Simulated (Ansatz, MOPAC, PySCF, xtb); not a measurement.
Noncovalent pair: C2H4 (SMILES C=C) (first 6 atoms) with H2 (SMILES [H][H]); geometry from B3LYP-D3(BJ)/def2-TZVP.
(charge 0, multiplicity 1):
```xyz
8

C      0.409     0.552    -0.329
C     -0.135    -0.614    -0.011
H      1.482     0.703    -0.311
H     -0.195     1.403    -0.619
H     -1.208    -0.765    -0.028
H      0.469    -1.465     0.279
H     -0.344     0.112     2.945
H     -0.481     0.075     3.676
```

Monomers are frozen at their geometry in the pair; levels with a basis set take the counterpoise correction.

The state that PM7 reach isn't checked; PM7 holds dispersion and hydrogen-bond terms.

Codes used: Ansatz (Gaussian basis) for Hartree–Fock, density functionals and correlated methods; MOPAC for PM7 (differences of heats of formation); PySCF for the dispersion terms; xtb for the GFN methods. Values without a source in brackets are computed.

| level | interaction energy (kJ/mol) |
|---|---|
| PM7 | -1.0 |
| GFN1-xTB | -1.2 |
| BLYP-D3(BJ)/def2-TZVPPD | -1.1 |
| B3LYP/def2-TZVPPD | ___ |
| B3LYP-D4/def2-TZVPPD | -1.4 |
| BHLYP/def2-TZVPPD | -0.2 |
| BHLYP-D3(BJ)/def2-TZVPPD | -1.6 |
| CAM-B3LYP/def2-TZVPPD | -0.4 |
| wB97M-V/def2-TZVPPD | -1.4 |

Question: Complete the blanks.

Answer: 
- B3LYP/def2-TZVPPD, interaction energy (kJ/mol): 0.4

Ansatz is an electronic-structure program.
